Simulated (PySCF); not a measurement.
Run record: excited-state job, `C#C[CH2][GaH][O]CC`.

Method: TDDFT CAM-B3LYP/def2-SVPD, vertical, gas phase, core orbitals frozen in the response (PySCF 2.14.0, density-fitted response routines). Geometry: GFN2-xTB. The input is one job of a driver script: a line of settings, then coordinates in Å.

Command:
```bash
OMP_NUM_THREADS=1 python probes_run.py task.json out
```

Input:
```
{"job": {"kind": "uv", "xc": "CAM-B3LYP", "basis": "def2-SVPD", "nstates": 8, "ntriplets": 3}, "charge": 0, "multiplicity": 1}
C      4.367801    -0.765527     0.151516
C      3.405088    -0.059591     0.031652
C      2.234288     0.762112    -0.106512
Ga     0.522681    -0.355040     0.100494
O     -0.870436     0.668770    -0.027543
C     -2.273693     0.782233    -0.007911
C     -2.949491    -0.561298     0.232049
H      5.226390    -1.359955     0.253456
H      2.206886     1.242078    -1.091932
H      2.214072     1.547391     0.658188
H      0.375701    -1.905527     0.342185
H     -2.551742     1.486952     0.785886
H     -2.600433     1.198799    -0.968999
H     -4.030548    -0.446997     0.247521
H     -2.669607    -1.255098    -0.561146
H     -2.614555    -0.970356     1.185740
```

Output:
```
coarse grid: 60744 points
cycle   1  E = -2195.3605968179  dE =  2.568e-01  |g| = 9.006e-01  |ddm| = 9.670e+00
cycle   2  E = -2195.1761777338  dE =  1.844e-01  |g| = 1.374e+00  |ddm| = 4.140e+00
cycle   3  E = -2195.5055884680  dE = -3.294e-01  |g| = 1.520e-01  |ddm| = 2.284e+00
cycle   4  E = -2195.5099270690  dE = -4.339e-03  |g| = 5.776e-02  |ddm| = 3.407e-01
cycle   5  E = -2195.5104203754  dE = -4.933e-04  |g| = 1.297e-02  |ddm| = 1.289e-01
cycle   6  E = -2195.5104494955  dE = -2.912e-05  |g| = 2.986e-03  |ddm| = 3.424e-02
cycle   7  E = -2195.5104513062  dE = -1.811e-06  |g| = 1.416e-03  |ddm| = 1.135e-02
final grid: 128888 points
cycle   8  E = -2195.5104267280  dE =  6.963e-07  |g| = 2.266e-03  |ddm| = 6.480e-03
cycle   9  E = -2195.5104246012  dE =  2.127e-06  |g| = 3.718e-03  |ddm| = 8.238e-03
cycle  10  E = -2195.5104279849  dE = -3.384e-06  |g| = 9.075e-05  |ddm| = 5.090e-03
cycle  11  E = -2195.5104279866  dE = -1.698e-09  |g| = 1.635e-05  |ddm| = 1.587e-04
cycle  12  E = -2195.5104279867  dE = -8.322e-11  |g| = 1.178e-05  |ddm| = 6.428e-05
converged SCF energy = -2195.5104279867

Static polarisability (au): isotropic 92.799, principal 67.053 84.949 126.396

Singlet excitations
state   eV       nm        f      main configurations
  1   5.0811    244.0   0.00007   H->L 0.86, H-2->L 0.11
  2   5.8669    211.3   0.00213   H-2->L 0.85, H->L 0.10
  3   6.2168    199.4   0.09809   H->L+1 0.75, H->L+2 0.13
  4   6.3306    195.8   0.01172   H-1->L 0.50, H->L+5 0.29
  5   6.3349    195.7   0.00751   H->L+5 0.39, H-1->L 0.37
  6   6.5073    190.5   0.07476   H-3->L 0.82, H-1->L 0.10
  7   6.6706    185.9   0.00446   H-1->L+1 0.34, H-1->L+2 0.23, H-1->L+7 0.09
  8   6.7059    184.9   0.05108   H->L+3 0.23, H-1->L+5 0.21, H->L+7 0.14

Triplet excitations (Tamm-Dancoff, eV): 4.8303 5.2551 5.5810
```

The SCF starts on a coarse grid where the log names one; the energy can jump when the final grid takes over, and dE then counts from the start density on the new grid. H and L stand for HOMO and LUMO; the number after each pair is its weight.

How does the lowest singlet excitation compare with the HOMO–LUMO gap?

HOMO -8.27 eV and LUMO -0.04 eV give a gap of 8.23 eV; S1 at 5.08 eV lies 3.15 eV below it.

Give the mean polarisability as a volume in Å³, and the ratio of the largest to the smallest principal value.

92.799 au × 0.148185 = 13.75 Å³; 126.396/67.053 = 1.89.

Main results: HOMO -8.27 eV, LUMO -0.04 eV; lowest singlet 5.08 eV; lowest triplet 4.83 eV (Tamm–Dancoff); mean polarisability 92.8 au.

 The CAM-B3LYP/def2-SVPD calculation is non-relativistic and has no spin–orbit coupling, an omission that weighs most on gallium.

On one thread of an Arm Neoverse N1, shared host, this took 1.9 min wall and 1.0 GiB of memory at its peak.

One conformer stands for the species.
Labels such as C1 count atoms from 1, the log's own numbers from 0.
